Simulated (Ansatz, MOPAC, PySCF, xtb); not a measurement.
Dimer: C2H4 (SMILES C=C) (first 6 atoms) with CH2O2 (SMILES O=CO); geometry from B3LYP-D3(BJ)/def2-TZVP.
(charge 0, multiplicity 1):
```json
[
 {"atom": "C", "x (Å)": "-0.5815", "y (Å)": "-0.2437", "z (Å)": "-0.0160"},
 {"atom": "C", "x (Å)": "0.6177", "y (Å)": "0.3200", "z (Å)": "0.0712"},
 {"atom": "H", "x (Å)": "-0.8066", "y (Å)": "-1.1666", "z (Å)": "0.5048"},
 {"atom": "H", "x (Å)": "-1.3733", "y (Å)": "0.1904", "z (Å)": "-0.6147"},
 {"atom": "H", "x (Å)": "0.8555", "y (Å)": "1.2381", "z (Å)": "-0.4526"},
 {"atom": "H", "x (Å)": "1.4055", "y (Å)": "-0.1268", "z (Å)": "0.6657"},
 {"atom": "O", "x (Å)": "0.3566", "y (Å)": "-1.1833", "z (Å)": "3.2723"},
 {"atom": "C", "x (Å)": "-0.1378", "y (Å)": "-0.2080", "z (Å)": "3.7670"},
 {"atom": "O", "x (Å)": "-0.5912", "y (Å)": "0.8593", "z (Å)": "3.1008"},
 {"atom": "H", "x (Å)": "-0.2836", "y (Å)": "-0.0643", "z (Å)": "4.8460"},
 {"atom": "H", "x (Å)": "-0.4521", "y (Å)": "0.7110", "z (Å)": "2.1424"}
]
```

Monomers are frozen at their geometry in the pair; levels with a basis set take the counterpoise correction.

The state that AM1, PM7 reach isn't checked; PM7 holds dispersion and hydrogen-bond terms.

Codes used: Ansatz (Gaussian orbitals); MOPAC for AM1, PM7 (differences of heats of formation); PySCF for the dispersion terms; xtb for the GFN methods. Each number belongs to the level named beside it.

Q: One of these levels gives -3.12 kcal/mol for the interaction energy. Which one is it?
A) GFN-FF
B) PM7
C) AM1
D) revPBE-D3(BJ)/def2-TZVPPD

A: A, GFN-FF. The others give -1.00 (AM1), -2.22 (PM7), -4.55 (revPBE-D3(BJ)/def2-TZVPPD)

Ansatz is a first-principles code.
